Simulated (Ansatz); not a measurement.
Basis sets compared for `CC(C)=C=C=C=C=C=C=C=C=C=C(C)C`. Charge 0, multiplicity 1. Geometry PBE0-D4/def2-SVP. Ansatz on 4 threads of Intel Xeon on a shared host; times are rough, and most runs start from earlier orbitals.

```tsv
atom	x (Å)	y (Å)	z (Å)
C1	-4.649	4.951	2.833
C2	-4.180	4.721	1.427
C3	-4.723	5.632	0.364
C4	-3.321	3.751	1.134
C5	-2.495	2.819	0.851
C6	-1.660	1.876	0.566
C7	-0.831	0.940	0.284
C8	0.001	0.001	0.000
C9	0.832	-0.938	-0.285
C10	1.661	-1.875	-0.567
C11	2.496	-2.818	-0.852
C12	3.322	-3.751	-1.133
C13	4.181	-4.721	-1.426
C14	3.708	-6.098	-1.792
C15	5.662	-4.486	-1.406
H16	-4.398	5.976	3.157
H17	-4.202	4.240	3.539
H18	-5.748	4.861	2.889
H19	-5.824	5.565	0.329
H20	-4.475	6.682	0.599
H21	-4.324	5.390	-0.629
H22	2.614	-6.176	-1.778
H23	4.070	-6.372	-2.798
H24	4.124	-6.843	-1.091
H25	5.913	-3.455	-1.129
H26	6.148	-5.172	-0.690
H27	6.097	-4.702	-2.397
```

Binding counts from free atoms (C triplet, H doublet) in the same basis, without a counterpoise term.

```tsv
level	functions	energy (Eh)	HOMO (eV)	LUMO (eV)	binding per atom (eV)	wall time
PBE-D4/def2-SVP	270	-577.4221	-4.89	-3.14	5.21	3.7 s
PBE0-D4/def2-SVP	270	-577.4405	-5.67	-2.67	5.07	8 s
```

**Question.** Estimate the rows for PBE-D4/def2-TZVP, PBE0-D4/def2-TZVP (with forces).

**Answer.** 
```
                          level  functions  energy (Eh)  HOMO (eV)  LUMO (eV)  binding per atom (eV)  wall time
               PBE-D4/def2-TZVP        537    -578.0400      -4.95      -3.21                   5.14       11 s
PBE0-D4/def2-TZVP (with forces)        537    -578.0503      -5.69      -2.69                   5.00       39 s
```
